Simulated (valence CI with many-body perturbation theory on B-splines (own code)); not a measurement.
# E1 transitions of Ge25+

Calculated by configuration interaction combined with many-body perturbation theory (CI+MBPT): five valence electrons over a frozen Dirac-Fock core [He], a basis of 11 s, 11 p, 10 d, 8 f, 5 g, 2 h functions for each j, with the one-electron correlation potential Σ1 (screened to all orders), the two-electron term Σ2, the three-electron term Σ3, Breit, model QED; selected single and double excitations, second order for the rest, scaled by the run's own slope (own B-spline code, finite nucleus).

No measured levels were compared; by estimate levels of excited configurations hold to 0.05 to 0.15 % of their energy, terms of the ground configuration to about 0.5 %. Among the levels kept, up to 5600 cm⁻¹ of a level comes from second order outside the variational space, and about a tenth of that is noise between levels of different J, which matters for small intervals.

Lines 151 to 200 of 600 in falling wavelength, among levels below 1753.0 eV, chosen from the strongest by gf and those to the six lowest levels. Wavelengths and rates use the calculated energies, so an error of 1000 cm⁻¹ moves a line at 262.9 Å by 0.26 % and its rate by three times that or more. Electric multipoles are in the length gauge with retardation, E1 and E2 with the static RPA response of the core. Weak lines are less certain than strong ones. Lines between different terms over intervals too small for the method are left out, as are lines whose strength nearly cancels. Where a level lies close to another of its J and parity, the split of strength between their lines is uncertain. The highest levels of a list are the least certain.

Names give the largest LS component (configuration and term), which can be under half, so a name can repeat, a term be missing and a line seem to break the LS rules; names also repeat where a configuration has a term twice. Letters in brackets count levels of one name in rising energy.

| λ vac (Å) | Upper | Lower | A (s⁻¹) | S (a.u.) |
| --- | --- | --- | --- | --- |
| 262.9 | 2s.2p3.3p 2D_5/2 [b] | 2s.2p3.3s 2D°_5/2 [b] | 5.93e+09 | 3.19e-01 |
| 261.4 | 2s2.2p2.3d 2D_5/2 [a] | 2s2.2p2.3p 2P°_3/2 [a] | 4.49e+09 | 2.37e-01 |
| 261.0 | 2s.2p3.3p 4P_5/2 [b] | 2s.2p3.3s 4D°_7/2 | 5.30e+09 | 2.79e-01 |
| 260.7 | 2s.2p3.3p 2D_5/2 [a] | 2s.2p3.3s 2D°_5/2 [a] | 5.92e+09 | 3.11e-01 |
| 260.2 | 2s2.2p2.3d 4P_1/2 | 2s2.2p2.3p 4S°_3/2 | 4.71e+09 | 8.19e-02 |
| 259.6 | 2s.2p3.3d 4P°_3/2 [c] | 2s.2p3.3p 4P_3/2 [d] | 2.39e+09 | 8.26e-02 |
| 259.4 | 2s.2p3.3d 2P°_3/2 [b] | 2s.2p3.3p 2P_1/2 [c] | 3.92e+09 | 1.35e-01 |
| 258.1 | 2s2.2p2.3d 4F_5/2 [b] | 2s2.2p2.3p 4D°_3/2 [b] | 4.16e+09 | 2.12e-01 |
| 257.6 | 2s.2p3.3d 2F°_7/2 [d] | 2s.2p3.3p 2F_5/2 [b] | 2.94e+09 | 1.99e-01 |
| 257.3 | 2s2.2p2.3d 2F_7/2 [d] | 2s2.2p2.3p 2D°_5/2 [b] | 4.95e+09 | 3.32e-01 |
| 257.3 | 2s.2p3.3d 2D°_3/2 [a] | 2s.2p3.3p 2P_3/2 [a] | 3.79e+09 | 1.28e-01 |
| 256.9 | 2s.2p3.3p 4P_5/2 [d] | 2s.2p3.3s 4P°_5/2 | 2.54e+09 | 1.27e-01 |
| 256.7 | 2s2.2p2.3p 2D°_3/2 [a] | 2s2.2p2.3s 4P_3/2 | 2.45e+09 | 8.18e-02 |
| 255.9 | 2s2.2p2.3d 2D_5/2 [b] | 2s2.2p2.3p 2D°_3/2 [b] | 2.03e+09 | 1.01e-01 |
| 255.8 | 2s.2p3.3p 4P_3/2 [a] | 2s2.2p2.3p 2D°_3/2 [b] | 2.86e+09 | 9.44e-02 |
| 255.4 | 2s2.2p2.3p 2F°_5/2 | 2s2.2p2.3s 2P_3/2 | 4.99e+09 | 2.46e-01 |
| 255.3 | 2s.2p3.3d 4F°_3/2 [b] | 2s.2p3.3p 4D_1/2 [b] | 4.75e+09 | 1.56e-01 |
| 255.2 | 2s2.2p2.3d 2F_7/2 [a] | 2s2.2p2.3p 4D°_5/2 | 2.71e+09 | 1.78e-01 |
| 253.5 | 2s.2p3.3p 2P_1/2 [e] | 2s.2p3.3s 2D°_3/2 [c] | 6.31e+09 | 1.01e-01 |
| 252.7 | 2s.2p3.3d 4D°_7/2 [b] | 2s.2p3.3p 4D_7/2 [a] | 2.08e+09 | 1.33e-01 |
| 249.8 | 2s2.2p2.3d 4F_3/2 | 2s2.2p2.3p 4D°_1/2 | 5.48e+09 | 1.69e-01 |
| 249.6 | 2s2.2p2.3d 2D_3/2 [c] | 2s2.2p2.3p 2P°_1/2 [c] | 4.19e+09 | 1.29e-01 |
| 247.8 | 2s.2p3.3d 2F°_7/2 [b] | 2s.2p3.3p 4D_5/2 [b] | 1.40e+09 | 8.39e-02 |
| 247.5 | 2s.2p3.3d 2D°_5/2 [a] | 2s.2p3.3p 2F_5/2 [a] | 1.84e+09 | 8.25e-02 |
| 245.8 | 2s.2p3.3d 2D°_5/2 [b] | 2s.2p3.3p 2P_3/2 [a] | 2.50e+09 | 1.10e-01 |
| 245.8 | 2s.2p3.3d 2G°_9/2 [a] | 2s.2p3.3p 4D_7/2 [a] | 1.97e+09 | 1.44e-01 |
| 244.6 | 2s2.2p2.3d 2P_3/2 [a] | 2s2.2p2.3p 2S°_1/2 | 3.37e+09 | 9.73e-02 |
| 243.4 | 2s.2p3.3d 4D°_3/2 [b] | 2s.2p3.3p 4D_3/2 [a] | 3.66e+09 | 1.04e-01 |
| 237.2 | 2s2.2p2.3p 2F°_5/2 | 2s2.2p2.3s 4P_5/2 | 2.69e+09 | 1.06e-01 |
| 234.8 | 2s.2p3.3d 4P°_1/2 [a] | 2s.2p3.3p 4D_3/2 [a] | 5.46e+09 | 6.97e-02 |
| 233.9 | 2s2.2p2.3p 2P°_3/2 [a] | 2s2.2p2.3s 2P_1/2 | 3.10e+09 | 7.82e-02 |
| 228.4 | 2s.2p3.3d 2F°_7/2 [a] | 2s.2p3.3p 2F_7/2 [a] | 2.24e+09 | 1.05e-01 |
| 227.4 | 2s.2p3.3p 4P_5/2 [a] | 2s.2p3.3s 6S°_5/2 | 2.08e+09 | 7.23e-02 |
| 227.3 | 2s.2p3.3p 2P_1/2 [g] | 2s.2p3.3s 2P°_1/2 [b] | 9.48e+09 | 1.10e-01 |
| 226.8 | 2s2.2p2.3p 2P°_1/2 [a] | 2s2.2p2.3s 2P_3/2 | 7.67e+09 | 8.84e-02 |
| 226.8 | 2s.2p3.3p 4P_3/2 [b] | 2s.2p3.3s 4D°_5/2 | 3.80e+09 | 8.75e-02 |
| 218.0 | 2s2.2p2.3d 2D_5/2 [c] | 2s2.2p2.3p 2D°_5/2 [a] | 2.46e+09 | 7.56e-02 |
| 213.7 | 2s2.2p2.3p 2P°_3/2 [b] | 2s2.2p2.3s 2D_3/2 | 8.60e+09 | 1.66e-01 |
| 203.9 | 2s2.2p2.3p 2P°_3/2 [b] | 2s2.2p2.3s 2D_5/2 | 3.51e+09 | 5.87e-02 |
| 143.0 | 2s.2p3.3p 4D_7/2 [a] | 2s2.2p2.3p 2D°_5/2 [b] | 3.64e+09 | 4.21e-02 |
| 133.3 | 2s.2p3.3s 4D°_7/2 | 2s2.2p2.3s 2D_5/2 | 4.26e+09 | 3.98e-02 |
| 125.3 | 2p4.3s 4P_5/2 | 2s.2p3.3s 4S°_3/2 [b] | 1.15e+10 | 6.71e-02 |
| 117.9 | 2s.2p4 4P_5/2 | 2s2.2p3 2D°_3/2 | 3.39e+09 | 1.65e-02 |
| 106.4 | 2s.2p4 2D_5/2 | 2s2.2p3 2P°_3/2 | 7.50e+09 | 2.67e-02 |
| 104.6 | 2p5 2P°_3/2 | 2s.2p4 2P_3/2 | 3.19e+10 | 7.21e-02 |
| 103.7 | 2s.2p3.3p 2F_7/2 [a] | 2s2.2p2.3p 2F°_5/2 | 7.66e+09 | 3.37e-02 |
| 102.2 | 2p5 2P°_1/2 | 2s.2p4 2P_1/2 | 3.97e+10 | 4.18e-02 |
| 100.2 | 2s.2p3.3d 4F°_7/2 [a] | 2s2.2p2.3d 4F_7/2 | 7.79e+09 | 3.09e-02 |
| 99.20 | 2s.2p3.3d 4G°_9/2 | 2s2.2p2.3d 4F_7/2 | 9.52e+09 | 4.59e-02 |
| 98.75 | 2s.2p3.3d 4G°_11/2 | 2s2.2p2.3d 4F_9/2 | 6.49e+09 | 3.70e-02 |
